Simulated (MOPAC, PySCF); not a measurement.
C2H8N2, SMILES `NCCN`, neutral singlet in the gas phase. 

Z-matrix (Å, degrees):
```
C
H 1 1.0954
H 1 1.1018 2 106.96
N 1 1.4561 2 107.86 3 122.84
H 4 1.0110 1 111.33 2 -50.28
H 4 1.0131 5 107.07 1 120.79
C 1 1.5226 2 108.91 3 -118.03
H 7 1.0940 1 109.44 2 64.45
H 7 1.0976 8 106.06 1 -116.92
N 7 1.4504 8 109.09 9 -116.36
H 10 1.0136 7 109.82 8 -54.18
H 10 1.0151 11 106.19 7 116.58
```
Charge 0, multiplicity 1.

All levels are single points at this geometry (PBE0-D3(BJ)/def2-TZVP); Pople sets use spherical d functions. Orbital energies aren't observables, and empty levels follow the basis.

| level | HOMO (eV) | LUMO (eV) | gap (eV) | dipole (D) | vertical IE, Delta-SCF (eV) |
|---|---|---|---|---|---|
| PBE0-D3(BJ)/def2-TZVP in PySCF | -6.59 | 1.00 | 7.59 | 2.37 | – |
| B3LYP/3-21G in PySCF | -5.35 | 2.80 | 8.15 | 2.70 | – |
| B3LYP/6-311+G** in PySCF | -6.43 | -0.10 | 6.33 | 2.53 | – |
| B3LYP/6-31G* in PySCF | -5.94 | 2.13 | 8.06 | 2.46 | 8.56 |
| BP86/6-31G* in PySCF | -4.75 | 1.52 | 6.27 | 2.42 | – |
| PBE/6-31G* in PySCF | -4.63 | 1.52 | 6.15 | 2.41 | – |
| SVWN5/6-31G* in PySCF | -4.68 | 1.34 | 6.02 | 2.49 | 8.24 |
| HF/STO-3G in PySCF | -8.29 | 15.91 | 24.20 | 2.50 | – |
| PM3 in MOPAC | -9.32 | 2.74 | 12.06 | 2.42 | – |
